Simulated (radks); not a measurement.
Problem. Excited configurations of neutral mercury: one electron is placed in a higher orbital outside [Xe] 4f14 5d10 6s1. The ground configuration is [Hg]. Calculated with a radial shooting solver on a logarithmic mesh with Libxc functionals: scalar-relativistic Kohn-Sham, LDA (Slater exchange, Perdew-Wang correlation), spin-polarised, spherical densities, point nucleus; open shells are filled with parallel spins first (spin-orbit coupling, left out, can overturn this in heavy ions). Excitation = E - E(ground); binding = E(ion) - E, where the ion is the core of charge +1; n* = 1/sqrt(2 binding) in atomic units, and the quantum defect is n - n*.

outer orbital  excitation (eV)  binding (eV)     n*  quantum defect  eigenvalue (eV)  <r> (bohr)
5f                       9.933         0.936  3.813           1.187           -0.465       17.06
6p                       5.682         5.186  1.620           4.380           -2.581       3.945
6d                       9.188         1.680  2.846           3.154           -0.781       9.589
6f                      10.229         0.639  4.613           1.387           -0.381       29.20
7s                       8.003         2.865  2.179           4.821           -1.729       7.620
7p                       8.926         1.943  2.646           4.354           -1.141       10.41
7f                      10.408         0.460  5.437           1.563           -0.295       43.96

Estimate the row for 7d.

Solution. excitation (eV) 9.836; binding (eV) 1.032; n* 3.631; quantum defect 3.369; eigenvalue (eV) -0.596; <r> (bohr) 18.61. The Delta-SCF ionisation energy is 10.868 eV (NIST Atomic Spectra Database: 10.438 eV, measured). Self-interaction in the functional shifts the binding energies and quantum defects, so they are the method's values and not measured ones.
